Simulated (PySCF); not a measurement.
**Radial density of Co¹³⁺ (cobalt, charge +13)**

UHF, [Ne] 3s2 3p2, high-spin 3P determinant. Calculation: PySCF 2.14, in an uncontracted even-tempered set (22 s from 0.81 bohr⁻², ratio 2.2; 14 p from 1.1 bohr⁻², ratio 2.2; 5 d from 5.6 bohr⁻², ratio 2.4; 5 f from 8.5 bohr⁻², ratio 2.4; 4 g from 13 bohr⁻², ratio 2.4); the spin-free X2C one-electron Hamiltonian (Gaussian nucleus).

| r (bohr) | 4πr²ρ (e/bohr) | 4πr²(ρα − ρβ) |
| --- | --- | --- |
| 0.00102 | 0.2423 | 0.0000 |
| 0.00172 | 0.6177 | 0.0000 |
| 0.00289 | 1.538 | 0.0001 |
| 0.00487 | 3.688 | 0.0003 |
| 0.00818 | 8.268 | 0.0011 |
| 0.0138 | 16.53 | 0.0051 |
| 0.0232 | 27.23 | 0.0272 |
| 0.0390 | 32.79 | 0.1328 |
| 0.0655 | 27.17 | 0.5030 |
| 0.110 | 27.40 | 1.1437 |
| 0.185 | 35.96 | 0.8059 |
| 0.312 | 17.37 | 0.1115 |
| 0.524 | 8.228 | 3.3929 |
| 0.882 | 3.818 | 1.8698 |
| 1.48 | 0.08649 | 0.0456 |
| 2.50 | 2.662e-05 | 0.0000 |

Densities and radii are taken from the X2C orbitals without a picture-change correction, which distorts them close to the nucleus.
